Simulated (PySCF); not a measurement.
Si(H)(F)2(Et) (C₂H₆F₂Si), SMILES CC[SiH](F)F.

Geometry: r2SCAN-D4/def2-SVP. Other conformers were not sampled.

Two levels are set side by side: TDA-PBE/def2-SVPD (PySCF) and TDA-ωB97X/def2-SVPD (PySCF). Vertical, same geometry. The lowest singlet is HOMO→LUMO 99 % with PBE and HOMO→LUMO+2 91 % with the other functional; states are paired by order. Differences are taken from unrounded values.

| quantity | TDA-ωB97X | TDA-PBE | TDA-PBE minus TDA-ωB97X |
|---|---|---|---|
| lowest singlet excitation (eV) | 8.65 | 7.35 | -1.30 |
| lowest triplet excitation (TDA) (eV) | 8.27 | 7.11 | -1.15 |
| first bright state (f over 0.05) (eV) | 9.19 | 9.05 | -0.14 |
| its oscillator strength | 0.07 | 0.22 | 0.16 |

Functionals without exact exchange tend to place singlet excitations lower, as here. Differences between two approximate levels are no errors against the true value.

Rough cost on one machine, each run with all the roots and properties that it gave: TDA-ωB97X against TDA-PBE about 5 times.
